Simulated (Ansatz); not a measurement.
C2H3AlO2 can be A, `O=[C]1[CH2][Al]1[OH]`, or B, `C=[C]1[O][Al]1[OH]`.

Computed with Ansatz on PBE0-D4/def2-TZVP structures; ΔE is electronic, products minus reactants. CCSD(T)/CBS adds triple-zeta CCSD(T) − MP2 to the extrapolated MP2 energy (def2 sets, frozen cores). DFT in def2-TZVPP. Each species was taken in one conformer, which may not be the lowest.

(1) Which is lower in electronic energy at CCSD(T)/CBS, and by how much? (An estimate is asked.)

(2) Give E(B) − E(A) in kcal/mol with r2SCAN-D4, HF/def2-TZVPP, ωB97M-V, CCSD(T)/def2-SVP, B2PLYP, LDA (SPW92), CCSD(T)/def2-TZVPP. (Best estimate.)

(3) Does the order hold for the free energy at 298.15 K (harmonic terms from PBE0-D4)? (An estimate is asked.)

Largest T1 diagnostic: 0.021.

Results:

(1) Ansatz gave: B, by 19.6 kcal/mol.

(2) Computed: r2SCAN-D4 -15.6, HF/def2-TZVPP -24.2, ωB97M-V -19.0, CCSD(T)/def2-SVP -15.2, B2PLYP -18.1, LDA (SPW92) -12.3, CCSD(T)/def2-TZVPP -18.9. None reverses the order clearly.

(3) Computed: Yes: G(B) − G(A) = -18.4 kcal/mol, for one conformer each.

From BLYP to BHLYP (50 % exact exchange), in def2-TZVPP and without D4, E(B) − E(A) moves by −6.6 kcal/mol. At CCSD(T), def2-SVP lies +4.4 kcal/mol from the extrapolated value and def2-TZVPP +0.7 kcal/mol.
